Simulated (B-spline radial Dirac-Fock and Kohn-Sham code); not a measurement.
Characteristic X-ray lines: In¹³⁺

System: In¹³⁺ in the configuration [Ar] 3d10 4s2 4p6.

Calculated with an atomic code on a B-spline grid, using Dirac-Fock ΔSCF + Breit + QED. A line energy is the difference of two single-hole energies; the list is a selection of electric-dipole transitions between resolved j subshells. Correlation and solid-state effects are left out.

```tsv
line	energy (eV)	wavelength (Å)
K-N3	27912.9	0.44418
K-N2	27904.3	0.44432
K-M3	27282.6	0.45444
K-M2	27243.5	0.45510
K-L3	24206.4	0.51220
K-L2	23998.3	0.51664
L1-N3	4219.6	2.9383
L1-N2	4211.0	2.9443
L2-N1	3857.6	3.2141
L3-N1	3649.5	3.3973
L1-M3	3589.3	3.4543
L1-M2	3550.3	3.4922
L2-M4	3500.2	3.5422
L3-M5	3299.9	3.7573
L3-M4	3292.1	3.7661
L2-M1	3122.1	3.9712
L3-M1	2914.0	4.2547
M5-N3	406.6	30.492
M4-N2	405.7	30.558
```
